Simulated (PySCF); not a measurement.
Ge(F)(NH2) (FGeH2N), SMILES [NH2][Ge][F] (connectivity only; charge and spin as stated), neutral, multiplicity 1. The structure is a stationary point at PBE0-D3(BJ)/def2-TZVP. One conformer was computed; it need not be the lowest.

PySCF with TDA-ωB97X/def2-SVPD puts the lowest singlet excitations at 5.47, 6.42, 7.32, 7.36, 7.93, 8.11 eV.

Problem. What are the lowest excitation roots from ADC(2)/aug-cc-pVDZ run with PySCF 2.14.0? (Estimate from the structure and the level; the computed values follow.)

Solution. 5.22, 5.58, 6.42, 6.74, 7.04, 7.17 eV. S1 differs by -0.25 eV (second minus first; roots are paired by order, and the bases may differ).
